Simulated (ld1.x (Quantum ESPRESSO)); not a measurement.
# Ne (Z = 10): one change to a TM potential, before and after

```
Element                 : Ne
Generator               : ld1.x (Quantum ESPRESSO) 7.5
Type                    : norm-conserving Troullier–Martins (Kleinman–Bylander form)
Functional              : PBE
Relativity              : non-relativistic
Frozen core             : [He]
Valence charge          : 8
Reference configuration : 2s2 2p5 (charge +1)
Partial waves           : 2s (bound): rc 0.55 bohr; 2p (bound): rc 1.55 bohr; 3d channel at 0.15 Ry: rc 1.25 bohr
Local potential         : the d channel
Core correction         : none
```

All-electron outer shells of the reference configuration (PBE, non-relativistic, ld1.x):

```json
{"shell": "2s", "level (eV)": "-55.51", "outermost node (bohr)": "0.22", "outermost maximum (bohr)": "0.68"}
{"shell": "2p", "level (eV)": "-32.29", "outermost node (bohr)": "–", "outermost maximum (bohr)": "0.60"}
```

Change: wave 3d channel at 0.15 Ry: rc 1.25 bohr becomes 3d channel at 3.39 Ry: rc 1.25 bohr.

Cutoffs: the cutoffs (Ry, on a coarse ladder) from which the occupation-weighted sum of valence levels, in a spherical-Bessel basis at the reference potential, stays within 10 and 1 mRy of its value at 400 Ry; they do not see the model core or the augmentation charge, which bear on the density cutoff. Errors are all-electron minus pseudo energies relative to the spin-unpolarised reference configuration.

**Question.** Predict the effect on cutoff, ghosts and configuration errors.

**Answer.** The errors of the 6 common tests hardly move; the range in which the s phases agree widens (upper end 2.3 → at the end of the scan); neither file shows a bound ghost.

| quantity | base | changed |
| --- | --- | --- |
| cutoff, loose | 230 Ry | 230 Ry |
| cutoff, tight | over 300 Ry | over 300 Ry |
| bound ghosts | none | none |
| error for 2s2 2p6, meV [ΔE -22.49 eV] | +44 | +42 |
| error for 2s2 2p4, meV [ΔE 43.28 eV] | +171 | +169 |
| error for 2s2 2p3, meV [ΔE 110.72 eV] | +1081 | +1074 |
| error for 2s1 2p6, meV [ΔE 23.26 eV] | +25 | +25 |
| error for 2s2 2p5.5, meV [ΔE -13.62 eV] | +17 | +16 |
| error for 2s2 2p2, meV [ΔE 205.34 eV] | +3526 | +3514 |
| s: phases at 1.70 bohr within 0.05 rad from the reference energy up to (Ry; the scan ends near 5) | 2.3 | to the end of the scan |
| p: phases at 1.70 bohr within 0.05 rad from the reference energy up to (Ry; the scan ends near 5) | 1.3 | 1.2 |
| d: phases at 1.70 bohr within 0.05 rad from the reference energy up to (Ry; the scan ends near 5) | to the end of the scan | to the end of the scan |
